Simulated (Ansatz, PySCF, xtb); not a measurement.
HF (SMILES F) and CH2F2 (SMILES FCF) are pulled apart as rigid monomers along the line of their centres of mass, from the B3LYP-D3(BJ)/def2-TZVP minimum. Starting geometry (charge 0, multiplicity 1):
```
atom    x (Å)    y (Å)    z (Å)
----  -------  -------  -------
F     -0.1266   0.0956  -0.0637
H      0.1928   0.6239   0.6339
F      0.7564   0.8891   2.3594
C      0.3893  -0.1900   3.1436
F     -0.7133   0.1605   3.8436
H      1.2094  -0.3886   3.8326
H      0.1512  -1.0206   2.4800
```

Interaction energies with rigid monomers; basis-set methods are counterpoise corrected unless marked otherwise.

Rows in 3-21G, 6-311+G**, 6-31G* carry no dispersion term and start afresh at each structure (6-31G* with six Cartesian d functions).

Programs: Ansatz (a program for electronic structure); PySCF for 3-21G rows, 6-311+G** rows, 6-31G* rows; xtb for the GFN methods. Each number belongs to the level named beside it.

| H2···F3 (Å) | GFN2-xTB (meV) | BP86/6-31G* (no counterpoise) (meV) | B3LYP/3-21G (no counterpoise) (meV) | B3LYP/6-311+G** (no counterpoise) (meV) | wB97M-V/def2-TZVPPD (meV) |
|---|---|---|---|---|---|
| 1.66 | -94.6 | (withheld) | -537.2 | -147.8 | -159.9 |
| 1.83 | -141.4 | -277.1 | -489.6 | -183.7 | -187.6 |
| 2.10 | -141.7 | -221.1 | -364.6 | -166.9 | -164.6 |
| 2.55 | -104.4 | -124.5 | -171.3 | -106.2 | -103.0 |
| 3.28 | -58.3 | -40.5 | (withheld) | -47.4 | -46.9 |

### Question
Complete the blanks.

### Answer

- 1.66, BP86/6-31G* (no counterpoise) (meV): -274.0
- 3.28, B3LYP/3-21G (no counterpoise) (meV): -40.9
